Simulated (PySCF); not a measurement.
A ladder of Hamiltonians for In³⁵⁺ (indium, charge +35)

Occupied: 1s1/2, 2s1/2, 2p1/2, 2p3/2, 3s1/2, 3p1/2. Hartree-Fock calculated with PySCF 2.14 in an even-tempered Gaussian basis (17 s from 2.9 bohr⁻², ratio 2.7; 13 p from 3.5 bohr⁻², ratio 2.7), Gaussian nucleus throughout. NR is non-relativistic, sf-X2C the spin-free one-electron X2C Hamiltonian, X2C adds the bare one-electron spin-orbit term, X2C-SNSO screens it by Boettger's factors, DC is four-component Dirac-Coulomb, and the Gaunt and Breit terms are added at first order (total energies over the DC spinors, levels after relaxing the spinors in that mean field). QED terms are absent. Levels marked empty are virtual spinors of this ion; the basis has s and p functions only, so 3d, which can lie below the n = 4 levels, is absent.

| Hamiltonian | E (hartree) | E − E(DC) (hartree) | CPU seconds |
| --- | --- | --- | --- |
| X2C | -4877.1517 | 1.1127 | 0.18 |
| X2C-SNSO | -4876.9333 | 1.3311 | 0.2 |
| DC | -4878.2644 | 0.0000 | 11 |
| DC+Gaunt | -4874.2314 | 4.0330 | 20 |
| DC+Breit | -4874.5974 | 3.6670 | 64 |

Q: Give the 2p spin-orbit interval with each Hamiltonian that has one.

A: X2C 237.8; X2C-SNSO 228.0; DC 227.1; DC+Gaunt 223.8; DC+Breit 223.8 (eV).

```json
{"level (eV)": "1s1/2", "X2C": "-30098.6", "X2C-SNSO": "-30098.9", "DC": "-30121.4", "DC+Gaunt": "-30057.5", "DC+Breit": "-30061.8"}
{"level (eV)": "2s1/2", "X2C": "-6215.5", "X2C-SNSO": "-6215.7", "DC": "-6218.3", "DC+Gaunt": "-6212.1", "DC+Breit": "-6212.5"}
{"level (eV)": "2p1/2", "X2C": "-5946.2", "X2C-SNSO": "-5939.4", "DC": "-5940.4", "DC+Gaunt": "-5929.7", "DC+Breit": "-5930.9"}
{"level (eV)": "2p3/2", "X2C": "-5708.4", "X2C-SNSO": "-5711.4", "DC": "-5713.4", "DC+Gaunt": "-5705.9", "DC+Breit": "-5707.0"}
{"level (eV)": "3s1/2", "X2C": "-2403.6", "X2C-SNSO": "-2403.6", "DC": "-2404.2", "DC+Gaunt": "-2402.8", "DC+Breit": "-2402.9"}
{"level (eV)": "3p1/2", "X2C": "-2315.2", "X2C-SNSO": "-2313.6", "DC": "-2313.8", "DC+Gaunt": "-2311.2", "DC+Breit": "-2311.6"}
{"level (eV)": "3p3/2 (empty)", "X2C": "-2186.7", "X2C-SNSO": "-2187.4", "DC": "-2187.8", "DC+Gaunt": "-2186.1", "DC+Breit": "-2186.4"}
{"level (eV)": "4s1/2 (empty)", "X2C": "-1217.8", "X2C-SNSO": "-1217.8", "DC": "-1218.0", "DC+Gaunt": "-1217.5", "DC+Breit": "-1217.6"}
```

Weight of the small component: 1s1/2 0.0324, 2s1/2 0.00707, 2p1/2 0.00701, 2p3/2 0.00670, 3s1/2 0.00257, 3p1/2 0.00253, 3p3/2 0.00242, 4s1/2 0.00117.

Koopmans' value for the highest occupied level at DC+Breit: 2311.6 eV, against an ionisation energy of 2317 ± 5 eV (semi-empirical (NIST evaluation); NIST Atomic Spectra Database, ionization energies); the former lacks relaxation, correlation, QED and recoil.

The whole ladder took 97 s of wall time on 1 thread of Intel(R) Xeon(R) Platinum 8375C CPU @ 2.90GHz (shared host), launched as `OMP_NUM_THREADS=1 python relrun2.py TASK.json OUT` (a driver that calls PySCF for each Hamiltonian).

Dirac-Coulomb iterations, started from the X2C spinors:

```
with_ssss True, with_gaunt False, with_breit False
light speed = 137.03599967994
init E= -4865.35910240931
cycle= 1 E= -4878.26403987249  delta_E= -12.9  |g|= 0.967  |ddm|= 0.0935
cycle= 2 E= -4878.26438910002  delta_E= -0.000349  |g|= 0.0154  |ddm|= 0.00919
cycle= 3 E= -4878.26438984692  delta_E= -7.47e-07  |g|= 0.000727  |ddm|= 0.000647
cycle= 4 E= -4878.26438984867  delta_E= -1.75e-09  |g|= 3.4e-06  |ddm|= 2.52e-05
```
